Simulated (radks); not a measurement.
Results of a calculation; reference values are marked as such.
Question: These are the eigenvalues of the occupied orbitals of an atom or ion with whole-number occupations (eV). Level of theory: Dirac Kohn-Sham, LDA (Slater exchange, Perdew-Wang correlation), spin-unpolarised, spherical densities, finite nucleus; Fermi nuclear charge, rms radius of each element as measured or else 0.836 A^(1/3) + 0.57 fm (a radial shooting solver on a logarithmic mesh with Libxc functionals).

| orbital | eigenvalue |
|---|---|
| 1s1/2 | -848.3315 |
| 2s1/2 | -55.2942 |
| 2p1/2 | -32.5143 |
| 2p3/2 | -32.3953 |

Which element is it, and in what charge state? The configuration may be excited. Open shells, if any, are shared by 2j + 1.

Answer: Z = 10, neon, charge +1: Ne+ in [He] 2s2 2p5. The list shows which subshells hold electrons but not how many an open one holds; the 1s level, -31.176 hartree, gives Z - s = 7.9 by -(Z - s)^2/2, which with screening and relativity narrows Z to a few neighbours, and the depths of the outer levels then fix element, charge and occupations together.
